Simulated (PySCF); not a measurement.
SnH3, SMILES [SnH3+], charge +1. Heavy atoms are numbered as in [SnH3+:1]. Hydrogens are named by the atom that carries them.

The structure is a stationary point at PBE0-D3(BJ)/def2-TZVPD. The multiplicity is an assumed one; other spin states were not compared. The isomer is the one that the SMILES or the coordinates give; other isomers of the formula were not compared. The def2 effective core potentials stand for the cores of Sn; spin–orbit coupling is left out.

Method: r2SCAN/def2-TZVPD in PySCF.

Mulliken values depend strongly on the basis, most of all with diffuse functions as here. ESP charges are fitted to the potential on shells at 1.4 to 2.0 van der Waals radii. Atomic charges (e), one atom of each kind:

```
atom        ESP fit  Mulliken
----------  -------  --------
Sn1 (SnH3)        …      0.72
H on Sn1          …      0.09
```

Question: Complete the blanks. (The exact figures need the calculation; the answer reports its results.)

Answer: 
- Sn1 (SnH3), ESP fit: 1.08
- H on Sn1, ESP fit: -0.03
